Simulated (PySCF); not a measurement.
1-fluorocyclopropane-1-carbaldehyde (C4H5FO), SMILES FC1(C=O)CC1. Geometry optimised at PBE-D3(BJ)/def2-SVP. One conformer was computed; it need not be the lowest.

The numbers are results of PBE-D3(BJ)/def2-SVP in PySCF, not measurements.

Harmonic wavenumbers (cm⁻¹): 132, 225, 273, 366, 412, 571, 713, 754, 815, 898, 909, 1000, 1004, 1018, 1030, 1148, 1240, 1291, 1351, 1361, 1412, 1780, 2815, 3067, 3068, 3171, 3180. Rotational constants (GHz): 5.484, 3.367, 2.501; symmetry number 1.

Work out the zero-point energy and the ideal-gas rigid-rotor harmonic-oscillator thermochemistry at 298.15 K and 1 atm.

ZPE = ½ Σ hcν = ½ × 35008 cm⁻¹ = 209.39 kJ/mol. H − E(el) = 227.35 kJ/mol. Entropy in J/(mol K): translation 164.60, rotation 110.23, vibration 43.80, total 318.62. G − E(el) = 132.36 kJ/mol. Cp = 96.35 J/(mol K). Modes under 150 cm⁻¹ make the vibrational entropy uncertain.
